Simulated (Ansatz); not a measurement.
`OBOCF` + `C/C=N/C` → `C/N=C(\C)BO` + `OCF`  (formal exchange of groups at a B–O bond)

Isolated molecules relaxed with PBE0-D4/def2-TZVP in Ansatz; ΔE leaves out vibrations. CCSD(T)/CBS is the MP2 limit (def2-TZVPP, def2-QZVPP) plus CCSD(T) − MP2 in def2-TZVPP, frozen cores. Double bonds are as drawn, so ΔE can hold a change between cis and trans. DFT in def2-TZVPP. B3LYP here is the variant with VWN-RPA as its local correlation; programs differ in this. Each species was taken in one conformer, which may not be the lowest.

| level | ΔE (kJ/mol) |
| --- | --- |
| B3LYP-D4 | 137.3 |
| ωB97X-V | 134.7 |
| B2PLYP | 140.6 |
| PBE | 131.9 |
| revPBE | 132.6 |
| PBE0 | 135.5 |
| r2SCANh | 138.0 |
| CCSD(T)/def2-TZVPP | 134.5 |

(1) What does CCSD(T)/CBS give? (An estimate is asked.)

Largest T1 diagnostic among the species: 0.013.

## Answers

(1) The calculation gave: +132.1 kJ/mol. The listed levels differ from it by 5.2, 2.6, 8.5, -0.2, 0.5, 3.4, 5.9, 2.4 kJ/mol.

At CCSD(T), def2-SVP lies +15.5 kJ/mol from the extrapolated value and def2-TZVPP +2.4 kJ/mol. From PBE to PBE0 (25 % exact exchange), in def2-TZVPP and without D4, ΔE moves by +3.7 kJ/mol. In def2-TZVPP, CCSD(T) changes the Hartree–Fock value by −22.9 kJ/mol (the triples alone add −3.4 kJ/mol) and MP2 by −23.0 kJ/mol.
